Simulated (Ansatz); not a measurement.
Consider the silylene formation by 1,1-elimination: `N[SiH2]O[SiH2][SiH3]` → `O[SiH2][SiH3]` + `N[SiH]`.

Computed with Ansatz on PBE0-D4/def2-TZVP structures; ΔE is electronic, products minus reactants. CCSD(T)/CBS is the MP2 limit (def2-TZVPP, def2-QZVPP) plus CCSD(T) − MP2 in def2-TZVPP, frozen cores. This one scheme is used for every species. One conformer a species, not always the lowest.

| level | ΔE (eV) |
| --- | --- |
| MP2/def2-TZVPP | 3.10 |
| CCSD/CBS(def2) | 2.99 |

Problem. What does CCSD(T)/CBS give? (An estimate is asked.)

Solution. The calculation gave: +2.98 eV. The listed levels differ from it by 0.12, 0.01 eV.

Largest T1 diagnostic among the species: 0.015.

From PBE to PBE0 (25 % exact exchange), in def2-TZVPP and without D4, ΔE moves by +0.21 eV. The D4 term adds +0.22 eV with B3LYP and +0.13 eV with PBE0; it sums over pairs of atoms, weighted by their polarisabilities, and B3LYP, whose exchange is more repulsive, gets the larger term.

B3LYP here is the variant with VWN-RPA as its local correlation; programs differ in this.
